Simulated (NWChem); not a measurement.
System: AuNH₃I; SMILES [NH3]->[Au][I]

Input file for NWChem:

```
start job
memory heap 200 mb stack 900 mb global 1100 mb
geometry units angstroms noautosym nocenter noautoz
  Au     0.000000     0.000000    -0.831260
  I      0.000000     0.000000     1.714913
  N      0.000000     0.000000    -2.966595
  H      0.812423     0.491171    -3.341741
  H     -0.831578     0.457993    -3.341741
  H      0.019155    -0.949164    -3.341741
end
basis spherical
  * library def2-svpd
end
ecp
  I library def2-ecp
  Au library def2-ecp
end
dft
  xc xcamb88 1.00 lyp 0.81 vwn_5 0.19 hfexch 1.00
  cam 0.33 cam_alpha 0.19 cam_beta 0.46
  iterations 150
end
tddft
  cis
  nroots 6
  notriplet
end
task tddft energy
```

All runs use the structure optimised with PBE0/def2-SVP. No frequency run checked for a minimum. def2 effective core potentials on I, Au; no spin-orbit coupling.

Vertical excitations in the gas phase.

Problem. Give the results of this calculation. (CAM-B3LYP/def2-SVPD with def2 effective core potentials on I, Au, TDA.) Quantities: lowest excitation, singlet (eV); oscillator strength of that lowest state; lowest state with f > 0.02, singlet (eV); oscillator strength of that bright state; orbital gap (eV).

Solution. 
```yaml
lowest excitation, singlet (eV): 4.46
oscillator_strength_of_that_lowest_state: 0.011
lowest state with f > 0.02, singlet (eV): 5.45
oscillator_strength_of_that_bright_state: 0.039
orbital gap (eV): 7.10
```
